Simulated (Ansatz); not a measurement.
The input (input.yaml):

```yaml
crystal:
  periodic: [false, false, false]
  atoms:
    - { symbol: Ta, position_ang: [0.0, 0.0, 0.0] }
    - { symbol: O, position_ang: [2.02, 0.0, 0.0] }
    - { symbol: H, position_ang: [2.3571, -0.5308, 0.7903] }
    - { symbol: "N", position_ang: [0.0, 0.0, 2.16] }
    - { symbol: H, position_ang: [-0.2456, -0.8845, 2.69] }
    - { symbol: H, position_ang: [0.2456, 0.8845, 2.69] }
    - { symbol: "N", position_ang: [0.0, 0.0, -2.16] }
    - { symbol: H, position_ang: [-0.6116, -0.6845, -2.69] }
    - { symbol: H, position_ang: [0.6116, 0.6845, -2.69] }
    - { symbol: "N", position_ang: [-1.08, 1.8706, 0.0] }
    - { symbol: H, position_ang: [-1.6414, 2.1584, 0.8518] }
    - { symbol: H, position_ang: [-1.0486, 2.5007, -0.8518] }
    - { symbol: "N", position_ang: [-1.08, -1.8706, 0.0] }
    - { symbol: H, position_ang: [-1.8056, -2.0636, 0.7482] }
    - { symbol: H, position_ang: [-0.8844, -2.5955, -0.7482] }
basis:
  gaussian: { orbitals: def2-SVP }
hamiltonian:
  xc: hf
relax:
  f_tol: 0.02
  max_steps: 40
```

Run as:

```bash
$ ansatz run input.yaml --threads 2 --pin off --max-ram 3072MiB --backend cpu --events-out ev --progress --plain --runs-dir out
```

Hardware: 2 threads of Arm Neoverse V2, on a shared host.

Task: Roughly how long does this run take, and how much memory?

Result: 50 s, with a peak of 0.4 GiB, for 13 ionic steps.
